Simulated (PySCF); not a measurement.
# How methods differ on the ionisation energy of Ne+

Ne+ [He] 2s2 2p5 (2P) → Ne(2+) [He] 2s2 2p4 (3P), as a difference of total energies. Calculation: PySCF 2.14, in aug-cc-pVDZ (4s3p2d, 23 functions); no relativity, point nucleus. Correlated levels: valence: 1s2 frozen. The calculations carry no spin-orbit coupling.

```
           method  ionisation energy (eV)  error (eV)
              UHF                  39.321      -1.642
    MP2 (valence)                  40.532      -0.431
SCS-MP2 (valence)                  40.480      -0.483
   CCSD (valence)                  40.477      -0.486
CCSD(T) (valence)                  40.499      -0.464
  CCSDT (valence)                  40.500      -0.463
```

Reference: 40.963 eV (measured; NIST Atomic Spectra Database, ionization energies).

Errors of the correlated levels include the incompleteness of this basis and the frozen core.
